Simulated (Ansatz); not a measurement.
A run on `B1CO[SiH2]1` with other settings.

```yaml
crystal:
  periodic: [false, false, false]
  atoms:
    - {symbol: B, position_ang: [1.281023, 0.038284, -0.422860]}
    - {symbol: C, position_ang: [0.299603, -0.797679, 0.774387]}
    - {symbol: O, position_ang: [-1.208128, -0.351161, 0.498348]}
    - {symbol: Si, position_ang: [-0.787292, 0.731025, -0.679997]}
    - {symbol: H, position_ang: [2.242628, 0.111398, -0.390015]}
    - {symbol: H, position_ang: [0.424266, -2.007897, 0.551651]}
    - {symbol: H, position_ang: [0.502537, -0.593265, 1.861616]}
    - {symbol: H, position_ang: [-1.445997, 0.410204, -1.922718]}
    - {symbol: H, position_ang: [-1.181388, 2.188501, -0.311548]}
basis:
  gaussian: {orbitals: cc-pVDZ}
hamiltonian: {xc: {name: LC-wPBE}}
output: {forces: true}
```

```sh
$ ansatz run in.yaml --threads 2 --pin off --events-out ev --progress --plain --max-ram 4352MiB
```

It prints (some lines left out):

```
Functional definition: LC-wPBE
997 factors; their error is unknown
343 factors; integrals over basis functions are off by at most 2.0e-5 eV
mean field evaluation 1: about -11707.6606 eV, gradient 3.9e1 eV
mean field evaluation 2: about -11706.9448 eV, gradient 4.7e1 eV
mean field evaluation 4: about -11710.8179 eV, gradient 1.8e0 eV
mean field evaluation 8: about -11710.8310 eV, gradient 7.8e-2 eV
mean field evaluation 16: about -11710.7839 eV, gradient 2.2e-4 eV
mean field -11710.78385106 eV, -430.3633686720 hartree, gradient 5.5e-5 eV, S^2 0.000000; 0 other end points of the search recorded, 0 dependent functions left out
reference -11710.78385106 eV, -430.3633686722 hartree; 19, 19 occupied and 66, 66 virtual orbitals, 997 factors
Total energy: -11710.78385106 eV, -430.3633686722 hartree
Atom 0 at     1.281023     0.038284    -0.422860 Å, force   -15.007590    -0.641321     2.414643 eV/Å
Atom 1 at     0.299603    -0.797679     0.774387 Å, force    -0.265497    -1.565058    -1.646606 eV/Å
Atom 2 at    -1.208128    -0.351161     0.498348 Å, force     3.290298    -1.605104     1.268590 eV/Å
Atom 3 at    -0.787292     0.731025    -0.679997 Å, force     1.814039     1.451315    -0.551932 eV/Å
Atom 4 at     2.242628     0.111398    -0.390015 Å, force    10.869047     0.570725    -0.170827 eV/Å
Atom 5 at     0.424266    -2.007897     0.551651 Å, force    -0.619881     2.954452     0.710341 eV/Å
Atom 6 at     0.502537    -0.593265     1.861616 Å, force    -0.041767    -0.229334    -0.828375 eV/Å
Atom 7 at    -1.445997     0.410204    -1.922718 Å, force    -0.486398    -0.146835    -1.009291 eV/Å
Atom 8 at    -1.181388     2.188501    -0.311548 Å, force     0.447750    -0.788840    -0.186543 eV/Å
Dipole moment:     0.477068    -0.076792    -0.033600 e Å
```

Run time 1.6 s (2 threads of an Arm Neoverse V1 on a shared host); peak host memory 0.13 GiB.
